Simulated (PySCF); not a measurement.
## Frontier levels across methods

Species: C2H4BN.
Structure used (PBE0-D3(BJ)/def2-SVP), in Å, numbered top down from 1:
```xyz
8
C2H4BN angstrom
C      2.076   -0.414    0.512
C      0.982    0.063    0.270
B     -0.390    0.681   -0.031
N     -1.476   -0.125   -0.353
H      3.045   -0.828    0.727
H     -0.545    1.880    0.008
H     -1.418   -1.134   -0.405
H     -2.393    0.250   -0.558
```

Basis pcSseg-2 throughout (PySCF), one geometry. Isolated species at its PBE0-D3(BJ)/def2-SVP geometry, gas phase.

**Question.** How do the orbital energies, the gap and the dipole change with the method?

**Answer.** 
```
   method                    kind  HOMO (eV)  LUMO (eV)  gap (eV)  μ (D)  SCF cycles
     BLYP                     GGA      -6.48      -1.59      4.88   1.84          16
    B97-D                     GGA      -6.58      -1.60      4.98   1.82          15
     OPBE                     GGA      -6.60      -1.62      4.98   1.88          16
      PBE                     GGA      -6.63      -1.74      4.89   1.87          16
      KT2                     GGA      -6.64      -1.73      4.90   1.79          16
      KT3                     GGA      -6.64      -1.68      4.97   1.78          15
     BP86                     GGA      -6.72      -1.82      4.90   1.86          15
      LDA                     LDA      -6.79      -1.98      4.81   1.90          15
    B97-2           global hybrid      -7.59      -0.82      6.77   1.76          13
    B3LYP           global hybrid      -7.62      -1.01      6.61   1.77          14
     PBE0           global hybrid      -7.86      -0.81      7.05   1.78          14
 mPW1PW91           global hybrid      -7.88      -0.81      7.07   1.78          14
BHandHLYP           global hybrid      -8.93       0.23      9.16   1.66          13
CAM-B3LYP  range-separated hybrid      -9.22       0.30      9.52   1.74          13
  wB97X-D  range-separated hybrid      -9.73       1.00     10.73   1.76          14
       HF            Hartree–Fock     -10.58       2.66     13.24   1.53          11
  LC-wPBE  range-separated hybrid     -10.65       1.44     12.09   1.76          13
```

The HOMO spans 4.18 eV, from BLYP down to LC-wPBE, and the gap runs from 4.81 eV (LDA) to 13.24 eV (HF). Over the methods BLYP (0 %), B97-D (0 %), OPBE (0 %), PBE (0 %), KT2 (0 %), KT3 (0 %), BP86 (0 %), LDA (0 %), B97-2 (21 %), B3LYP (20 %), PBE0 (25 %), mPW1PW91 (25 %), BHandHLYP (50 %), HF (100 %), a straight line through the gap against the share of exact exchange rises by 0.84 eV for each 10 % (correlation coefficient 1.000). The dipole ranges from 1.53 D (HF) to 1.90 D (LDA). This basis has no diffuse functions.
